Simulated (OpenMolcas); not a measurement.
# Ar³⁺: effect of the basis set

```yaml
Program: OpenMolcas
Method: CASSCF
Active_space: 5 electrons in 4 orbitals (3s 3p)
State_averaging: 2S+1 = 4 odd, 1 root; 2S+1 = 2 odd, 8 roots; 2S+1 = 4 even, 3 roots; 2S+1 = 2 even, 9 roots
Spin-orbit_coupling: state interaction with AMFI integrals over the reference wave functions, term energies averaged over their components
```

A. ANO-R1 [4s3p1d], X2C, finite nucleus; cost about 10 core-seconds
B. ANO-RCC-VTZP [5s4p2d1f], DKH2, point nucleus; cost about 7 core-seconds
C. ANO-L-VTZP [5s4p2d1f], non-relativistic, point nucleus; cost of the order of 10 core-seconds
D. ANO-R2 [5s4p3d1f], X2C, finite nucleus; cost of the order of 15 core-seconds
E. ANO-RCC-VQZP [6s5p3d2f1g], DKH2, point nucleus; cost about 7 core-seconds
F. ANO-R3 [6s5p4d2f1g], X2C, finite nucleus; cost about 12 core-seconds

Energies in cm-1 above 3s2 3p3 4S* 3/2, the measured ground level; measured values from Saloman, J. Phys. Chem. Ref. Data 39, 033101 (2010).

```json
{"Level": "3s2 3p3 4S* 3/2", "A": "0.0", "B": "0.0", "C": "0.0", "D": "0.0", "E": "0.0", "F": "0.0", "Measured": "0.0"}
{"Level": "3s2 3p3 2D* 3/2", "A": "25720", "B": "25996", "C": "26158", "D": "25938", "E": "26000", "F": "25937", "Measured": "21091"}
{"Level": "3s2 3p3 2D* 5/2", "A": "25897", "B": "26144", "C": "26299", "D": "26088", "E": "26149", "F": "26087", "Measured": "21220"}
{"Level": "3s2 3p3 2P* 1/2", "A": "36093", "B": "36342", "C": "36486", "D": "36301", "E": "36343", "F": "36271", "Measured": "34855"}
{"Level": "3s2 3p3 2P* 3/2", "A": "36269", "B": "36485", "C": "36620", "D": "36447", "E": "36488", "F": "36417", "Measured": "35032"}
{"Level": "3s 3p4 4P 5/2", "A": "124841", "B": "126026", "C": "124060", "D": "125975", "E": "126058", "F": "125996", "Measured": "117563"}
{"Level": "3s 3p4 4P 3/2", "A": "125874", "B": "126971", "C": "124980", "D": "126926", "E": "127004", "F": "126946", "Measured": "118516"}
{"Level": "3s 3p4 4P 1/2", "A": "126465", "B": "127514", "C": "125509", "D": "127471", "E": "127547", "F": "127492", "Measured": "119043"}
{"Level": "3s 3p4 2D 3/2", "A": "174818", "B": "176873", "C": "174950", "D": "176602", "E": "176874", "F": "176742", "Measured": "145921"}
{"Level": "3s 3p4 2D 5/2", "A": "174844", "B": "176894", "C": "174970", "D": "176624", "E": "176895", "F": "176763", "Measured": "145999"}
{"Level": "3s 3p4 2S 1/2", "A": "200388", "B": "202698", "C": "200878", "D": "202362", "E": "202650", "F": "202500", "Measured": "177832"}
{"Level": "3s 3p4 2P 3/2", "A": "221529", "B": "224695", "C": "222665", "D": "224156", "E": "224643", "F": "224462", "Measured": "222956"}
{"Level": "3s 3p4 2P 1/2", "A": "222771", "B": "225833", "C": "223777", "D": "225310", "E": "225791", "F": "225617", "Measured": "224019"}
```

Deviations, from unrounded energies. A percentage is the sum of absolute deviations over the sum of measured energies, with the sign that they share, or ± where signs differ.

```
                        Against measurement  Levels      A      B      C      D      E      F
             mean absolute deviation (cm-1)      12   9700  11000   9500  11000  11000  11000
other terms of the ground configuration (%)       4  +10.5  +11.4  +11.9  +11.2  +11.4  +11.2
                   other configurations (%)       8   ±8.3   +9.1   ±7.9   +8.9   +9.1   +9.0
```

A, C lie about equally close to measurement and B furthest from it. The largest miss of C in the table is 3s 3p4 2D 3/2, by +29000 cm-1. The ranking rests on the paired levels alone, and a cruder setting can come out closer through cancelling errors.

Among A to F the level of the table that moves most is 3s 3p4 2P 3/2, by 3200 cm-1 (lowest in A, highest in B).

Terms of s pⁿ other than that of highest spin mix with s² pⁿ⁻² d, which this space lacks; all of them can be thousands of cm-1 off, and some have no real level of that name. The basis is small and was not contracted for so high a charge (holds for A). Computed and measured levels are paired by configuration, term and J; levels that our copy of the source lacks, or whose pairing is in doubt (as where it misses far off the trend of its configuration), stay unpaired and out of the deviations. Only configurations of the active space appear.

* marks odd parity.
